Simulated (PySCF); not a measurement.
CH2Cl6Si2.

```xyz
11

Cl    -0.6052     3.1096     1.4327
Si     0.0017     1.5991     0.1863
Cl     1.8862     2.0280    -0.4820
Cl    -1.2768     1.5240    -1.4090
C      0.0000     0.0000     1.1319
Si    -0.0017    -1.5991     0.1863
Cl    -1.8862    -2.0280    -0.4820
Cl     1.2768    -1.5240    -1.4090
Cl     0.6052    -3.1096     1.4327
H      0.8885     0.0092     1.7865
H     -0.8885    -0.0092     1.7865
```

The structure is a stationary point at PBE0-D3(BJ)/def2-SVP. The isomer is the one that the SMILES or the coordinates give; other isomers of the formula were not compared. One conformer was computed; it need not be the lowest.

The numbers are results of PBE0/pcSseg-1 (PySCF), not measurements. Non-relativistic, no solvent.

Computed absolute GIAO shielding of each atom: isotropic value and principal components (ppm):
```tsv
atom	σ(iso)	σ11	σ22	σ33	span
Cl1	781.3	670.1	719.3	954.3	284.2
Si2	320.5	314.4	320.5	326.5	12.1
Cl3	786.5	676.5	739.6	943.4	267.0
Cl4	788.4	681.2	748.0	936.1	254.9
C5	158.5	139.2	157.4	179.0	39.9
Si6	320.5	314.4	320.5	326.5	12.1
Cl7	786.5	676.5	739.6	943.4	267.0
Cl8	788.4	681.2	748.0	936.1	254.9
Cl9	781.3	670.1	719.3	954.3	284.2
H10	30.0	25.1	30.7	34.4	9.3
H11	30.0	25.1	30.7	34.4	9.3
```
